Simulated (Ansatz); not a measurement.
AuCl4, charge -1, singlet, geometry from GFN2-xTB (such geometries of metal compounds can be far from the true shape) (core potentials on Au) (a gas-phase anion, which may not be bound at this level); B3LYP/def2-TZVP (Ansatz, an electronic-structure program).

Ansatz was given this input:
Ansatz 0.2 input:
```yaml
crystal:
  periodic: [false, false, false]
  atoms:
    - {symbol: Au, position_ang: [-0.00000000, 0.00000000, -0.00000000]}
    - {symbol: Cl, position_ang: [2.10237282, -0.85465654, 0.00310144]}
    - {symbol: Cl, position_ang: [0.85465979, 2.10237254, -0.00228057]}
    - {symbol: Cl, position_ang: [-2.10237282, 0.85465654, -0.00310144]}
    - {symbol: Cl, position_ang: [-0.85465979, -2.10237254, 0.00228057]}
basis:
  gaussian:
    orbitals: def2-TZVP
    nuclear_model: gaussian
hamiltonian:
  xc: b3lyp
total_charge: -1
```

Output, abridged:

```
Functional definition: B3LYP
1442 factors; their error is unknown
mean field evaluation 1: about -53786.5114 eV, gradient 6.0e1 eV
mean field evaluation 2: about -53764.1077 eV, gradient 1.2e2 eV
mean field evaluation 4: about -53793.9717 eV, gradient 1.6e0 eV
mean field evaluation 8: about -53793.9884 eV, gradient 5.8e-2 eV
mean field evaluation 16: about -53794.1323 eV, gradient 3.6e-5 eV
mean field -53794.13232617 eV, -1976.8979000141 hartree, gradient 3.6e-5 eV, S^2 0.000000; 0 other end points of the search recorded, 0 dependent functions left out
reference -53794.13259162 eV, -1976.8979097692 hartree; 44, 44 occupied and 144, 144 virtual orbitals, 1442 factors
Total energy: -53794.13259162 eV, -1976.8979097692 hartree
```
